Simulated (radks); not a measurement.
Species: Zn I. Configuration: [Ar] 3d10 4s1 5s1 (not the ground configuration). Calculated with a radial shooting solver on a logarithmic mesh with Libxc functionals: Dirac Kohn-Sham, PBE, spin-unpolarised, spherical densities, point nucleus.

Radial electron density D(r) = 4 pi r^2 rho(r):

```
   r/bohr * D(r) (the largest magnitude, 42, reaches the edge; | marks zero)
 0.001668 |*
 0.001941 |*
  0.00226 | *
 0.002631 | *
 0.003063 |  *
 0.003566 |   *
 0.004151 |    *
 0.004833 |     *
 0.005626 |       *
 0.006549 |         *
 0.007625 |           *
 0.008876 |              *
  0.01033 |                  *
  0.01203 |                      *
    0.014 |                          *
   0.0163 |                               *
  0.01913 |                                    *
  0.02227 |                                        *
  0.02593 |                                            *
  0.03019 |                                              *
  0.03514 |                                               *
  0.04091 |                                              *
  0.04763 |                                            *
  0.05544 |                                         *
  0.06455 |                                      *
  0.07514 |                                     *
  0.08748 |                                       *
   0.1018 |                                          *
   0.1186 |                                                *
    0.138 |                                                    *
   0.1607 |                                                      *
    0.187 |                                                   *
   0.2178 |                                             *
   0.2535 |                                    *
   0.2951 |                            *
   0.3436 |                        *
      0.4 |                         *
   0.4656 |                             *
   0.5421 |                               *
    0.631 |                              *
   0.7346 |                          *
   0.8552 |                    *
   0.9956 |              *
    1.159 |         *
    1.349 |     *
    1.571 |   *
    1.829 | *
    2.129 | *
    2.498 |*
    2.908 |*
    3.386 *
    3.942 *
    4.589 *
    5.342 *
    6.219 *
     7.24 *
    8.428 *
    9.812 *
    11.42 *
     13.3 *
    15.48 *
    18.02 *
    20.98 *
```

D(r) has 4 maxima, at r = 0.0351, 0.159, 0.573, 6.90 bohr, and minima at 0.0751, 0.358, 4.52 bohr, inside which lie 2.10, 10.87, 29.04 electrons.
